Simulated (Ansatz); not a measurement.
`[CH3][Al-]([CH3])([Cl])[SeH2+]`. The species carries charge 0 and has multiplicity 1.

```tsv
atom	x (Å)	y (Å)	z (Å)
C1	-0.3707	-0.0016	1.9085
Al2	-0.3160	0.3898	-0.0061
C3	-1.1994	-0.7055	-1.3631
Cl4	-0.0835	2.4651	-0.5113
Se5	2.2515	-0.3430	-0.4961
H6	-0.1995	-1.0619	2.1200
H7	0.3621	0.5802	2.4749
H8	-1.3558	0.2500	2.3160
H9	-0.8649	-0.4659	-2.3764
H10	-2.2810	-0.5337	-1.3395
H11	-1.0429	-1.7762	-1.1979
H12	2.3016	0.3957	-1.7643
H13	2.7984	0.8070	0.2352
```

Problem. What are the harmonic wavenumbers in cm⁻¹ at PBE0-D4/def2-TZVP (Ansatz, finite differences of forces, unscaled)? (Best estimate.)

Solution. Computed: 82, 83, 89, 109, 110, 123, 154, 157, 208, 374, 400, 435, 593, 602, 628, 689, 711, 734, 1051, 1219, 1220, 1439, 1442, 1445, 1450, 2451, 2462, 3032, 3033, 3108, 3109, 3119, 3120.

Problem. Is this a minimum?

Solution. Yes, all 33 modes are real.

Problem. Give the ideal-gas thermochemistry at 298.15 K and 1 bar (rigid rotor, harmonic oscillator; point group Cs, symmetry number 1).

Solution. Zero-point energy 233.2 kJ/mol; H(298) − E = 264.2 kJ/mol; entropy 437.0 J/(mol·K), of which translation 173.2, rotation 123.6, vibration 140.2; G(298) − E = 133.9 kJ/mol. Modes under 100 cm⁻¹ are hindered rotations or soft bends, so the harmonic entropy is rough.

Problem. And at 400, 500, 600, 800 and 1000 K?

Solution. 
| T (K) | H − E (kJ/mol) | S (J/mol/K) | G − E (kJ/mol) |
| --- | --- | --- | --- |
| 400 | 280.7 | 484.4 | 86.9 |
| 500 | 298.7 | 524.6 | 36.4 |
| 600 | 318.2 | 560.0 | -17.8 |
| 800 | 360.7 | 621.1 | -136.1 |
| 1000 | 407.1 | 672.8 | -265.7 |
